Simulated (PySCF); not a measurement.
# Correlation energy of Sb (antimony, neutral)

Starting occupation: [Kr] 4d10 5s2 5p3, 5p1/2 with m_j = -1/2, +1/2, 5p3/2 with m_j = +3/2. Computed with PySCF 2.14 in x2c-SVPall-2c with one added diffuse shell each of s, p type (7s9p4d, 54 functions), with X2C-1e with screened-nucleus spin-orbit coupling, Gaussian nucleus. Frozen: [Ar] 3d10; 23 electrons correlated; the 6 highest virtual spinors left out.

MP2 pair energies summed by pair of shells (mhartree):

```tsv
pair	energy	share (%)
5p-5s	-28.52	26.1
4d-4p	-18.66	17.1
4d-4d	-14.58	13.3
5p-5p	-10.59	9.7
4p-4p	-10.22	9.4
4d-5p	-8.52	7.8
5s-5s	-6.00	5.5
4d-5s	-5.15	4.7
4d-4s	-2.11	1.9
4p-5p	-1.58	1.4
4p-5s	-1.33	1.2
4p-4s	-1.28	1.2
4s-4s	-0.46	0.4
4s-5s	-0.19	0.2
4s-5p	-0.12	0.1
```

Total MP2 correlation energy: -109.31 mhartree.

The GHF reference relaxed away from the jj start to a determinant that is no pure jj level (⟨S²⟩ = 3.70, ⟨J²⟩ = 3.75); the energies belong to that determinant.

This basis was not built for core-valence correlation, so the inner-shell part is incomplete.
